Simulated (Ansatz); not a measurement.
Z-matrix (Å, degrees):
```
C
C 1 1.3257
H 2 1.0822 1 121.71
H 2 1.0842 3 116.82 1 179.66
H 1 1.0856 2 120.56 3 -0.90
C 1 1.4896 5 115.75 2 -179.11
H 6 1.0917 1 111.52 5 -175.87
H 6 1.0936 7 109.28 1 123.65
F 6 1.4024 7 107.82 8 115.40
```
Charge +1, spin multiplicity 2.

Method: frozen-core CCSD(T)/def2-TZVPP // B3LYP-D3(BJ)/def2-TZVP run with Ansatz (a program for electronic structure). The geometry is that of the parent before the electron was removed.

The HF energy is -215.67810 Ha and the MP2 correlation energy comes out as -0.68097 Ha.

Task: Estimate the CCSD correlation energy, the (T) correction, the total energy and the T1 diagnostic.

Result: 
```
Property                        Result
-----------------------  -------------
CCSD correlation energy    -0.71998 Ha
(T) correction             -0.02435 Ha
CCSD(T) total energy     -216.42244 Ha
T1 diagnostic                    0.017
```
